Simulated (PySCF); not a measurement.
These compounds are isomers of formula C6H5F3N2.

A. SMILES Cc1ccc(C(F)(F)F)nn1
B. `Cc1nnccc1C(F)(F)F`
C. SMILES Cc1cc(C(F)(F)F)cnn1

Spectrum 1. ¹³C{¹H} NMR (computed): δ 161.0 (C), 154.6 (CH), 133.5 (C), 131.6 (C), 125.3 (CH), 23.4 (CH3).

Spectrum 2. ¹³C{¹H} NMR (computed): δ 164.3 (C), 149.2 (CH), 133.5 (C), 133.1 (C), 125.8 (CH), 25.3 (CH3).

Spectrum 3. ¹³C{¹H} NMR (computed): δ 165.9 (C), 155.9 (C), 132.3 (C), 130.5 (CH), 130.2 (CH), 25.2 (CH3).

Theoretical values (PySCF): geometry from GFN2-xTB, σ from GIAO-PBE0/pcSseg-1. One conformer, rapidly exchanging positions averaged, no solvent model, non-relativistic.

δ = σ(ref) − σ, references computed at the same level: ¹³C (186.93 ppm) vs TMS. Splittings of carbon signals by F and P are missing where no couplings were computed. Shifts are as computed. Against solution values, carbons near 30 ppm lie about +3 ppm off and those near 130 ppm about +5 ppm. Of 1211 compounds with measured shifts, 218 miss one by over three times the rms of a fit or turn the order of signals round; such compounds aren't used in these exercises.

Which spectrum belongs to which compound?

Results:

1–B, 2–C, 3–A.

- Spectrum 1 (B): 6 ¹³C signals; δC 154.6 is an aromatic CH next to a ring nitrogen; δC 133.5 is a CF3 carbon.
- Spectrum 2 (C): 6 ¹³C signals; δC 149.2 is an aromatic CH next to a ring nitrogen; δC 133.1 is a CF3 carbon.
- Spectrum 3 (A): 6 ¹³C signals; δC 132.3 is a CF3 carbon; δC 130.5 is an aromatic CH.
